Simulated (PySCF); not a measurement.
**Magnetisability: SiMe3(pyrrolidide), C7H17NSi**

Cartesian coordinates in Å; atom numbers follow the order of the lines, from 1:
```xyz
26

Si    0.579    1.033    0.442
C     0.639    1.008    2.347
H     1.079    1.922    2.731
H     1.239    0.181    2.713
H    -0.353    0.914    2.779
C     2.380    1.071   -0.215
H     2.923    1.937    0.151
H     2.410    1.103   -1.301
H     2.930    0.188    0.100
C    -0.339    2.579   -0.183
H    -0.343    2.628   -1.267
H     0.137    3.483    0.183
H    -1.371    2.593    0.151
N    -0.311   -0.344   -0.089
C    -0.089   -1.686    0.414
C    -1.201   -2.517   -0.216
C    -1.321   -1.878   -1.596
C    -1.128   -0.393   -1.292
H    -0.122   -1.691    1.505
H     0.892   -2.071    0.100
H    -2.129   -2.383    0.341
H    -0.962   -3.578   -0.256
H    -0.518   -2.238   -2.241
H    -2.275   -2.081   -2.079
H    -0.652    0.133   -2.124
H    -2.094    0.090   -1.099
```

The calculation used GIAO KT3/def2-SVP magnetisability, rotational g tensor and spin-rotation constants, non-relativistic, gas phase (PySCF). Geometry: GFN2-xTB.

What are the magnetisability and the molar susceptibility?

Isotropic -1830 × 10⁻³⁰ J/T², or -110.2 × 10⁻⁶ cm³/mol; principal values -1871, -1818, -1801 × 10⁻³⁰ J/T², anisotropy 64 × 10⁻³⁰ J/T² (root of half the summed squared differences of the principal values). The susceptibility is in cgs units.

Split it along the inertial axes a, b, c into diamagnetic and paramagnetic parts about the centre of mass, with the quadrupole moment.


```
axis  χ (10⁻⁶ cm³/mol)  diamagnetic (10⁻⁶ cm³/mol)  paramagnetic (10⁻⁶ cm³/mol)  summed x² of all electrons (Å²)  quadrupole Θ (D Å)
   a            -108.8                      -768.8                        660.0                            295.4               +1.66
   b            -109.6                     -1566.0                       1456.4                            107.5               -0.18
   c            -112.2                     -1709.2                       1597.0                             73.7               -1.47
```
Anisotropies 2χaa − χbb − χcc = +4.2 and 2χbb − χaa − χcc = +1.8 × 10⁻⁶ cm³/mol. Θ is traceless in Buckingham's convention.

And the rotational g tensor?


| axis | rotational constant (GHz) | g | nuclear part | electronic part |
| --- | --- | --- | --- | --- |
| a | 2.1346 | -0.0069 | 0.6550 | -0.6619 |
| b | 0.8891 | -0.0021 | 0.6062 | -0.6083 |
| c | 0.8081 | -0.0006 | 0.6057 | -0.6063 |

Asymmetric top; isotopes 12C, 1H, 14N, 28Si; no vibrational averaging.
